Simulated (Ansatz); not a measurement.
Relaxation of C2H6B2O (11 atoms, charge 0, multiplicity 1), to a largest force component of 0.02 eV/Å in at most 40 steps.

Computed with RKS PBE/6-31G* (Ansatz 0.2.0).

```xyz
11
Properties=species:S:1:pos:R:3:forces:R:3
B -1.252 0.912 0.383 -2.19 -0.24 0.98
C -0.347 -0.289 0.632 -1.31 -1.25 -2.55
C 1.066 0.019 0.609 4.93 -0.19 -0.59
B 0.566 -0.721 -0.675 -1.30 -0.72 -0.08
O 0.611 -1.351 -2.009 0.11 1.32 2.85
H -1.548 1.702 1.264 0.70 0.30 -0.18
H -1.998 0.949 -0.558 0.10 0.29 -0.50
H -0.628 -1.105 1.281 -0.60 -0.29 0.46
H 1.419 1.076 0.439 0.01 -0.58 0.63
H 1.741 -0.650 1.258 -0.45 1.29 -0.52
H 0.435 -0.600 -2.603 0.01 0.08 -0.51
```

Q: Where does it end, and by what steps?

A: The forces met the threshold. After 25 steps the energy has fallen by 2.603 eV; H6 moved furthest, 2.07 Å. Joined: B1–B4 (2.66 → 1.77 Å).

```tsv
step	energy less start (eV)	largest force component (eV/Å)	accepted
0	0.0000	4.928	yes
1	-0.7219	2.239	yes
2	-0.9935	0.855	yes
3	-1.1153	0.687	yes
4	-1.2524	1.294	yes
5	-1.4780	1.125	yes
6	-1.6586	0.898	yes
7	-1.8110	0.967	yes
8	-2.0053	0.557	yes
9	-2.1220	0.766	yes
10	-2.1915	0.828	yes
11	-2.2291	0.568	yes
12	-2.2507	0.497	yes
13	-2.2861	0.314	yes
14	-2.2940	0.190	yes
15	-2.3038	0.110	yes
16	-2.3171	0.266	yes
17	-2.3242	0.313	yes
18	-2.3385	0.291	yes
19	-2.3779	0.541	yes
20	-2.4414	0.505	yes
21	-2.5684	0.665	yes
22	-2.5931	0.467	yes
23	-2.5999	0.336	yes
24	-2.6015	0.383	yes
25	-2.6035	0.017	yes
```

```xyz
11
Properties=species:S:1:pos:R:3
B -1.330 0.548 0.283
C -0.386 -0.319 0.998
C 1.063 -0.024 0.623
B 0.106 0.048 -0.617
O 0.105 -0.468 -1.904
H -0.603 1.279 -0.526
H -2.508 0.700 0.154
H -0.659 -1.266 1.480
H 1.496 0.880 1.070
H 1.755 -0.877 0.679
H 1.025 -0.559 -2.218
```

Whether the end is a true minimum wasn't checked by a vibrational analysis.

Time of the run: 49 s on 2 threads of Arm Neoverse N1 (shared host), peak memory 0.12 GiB.
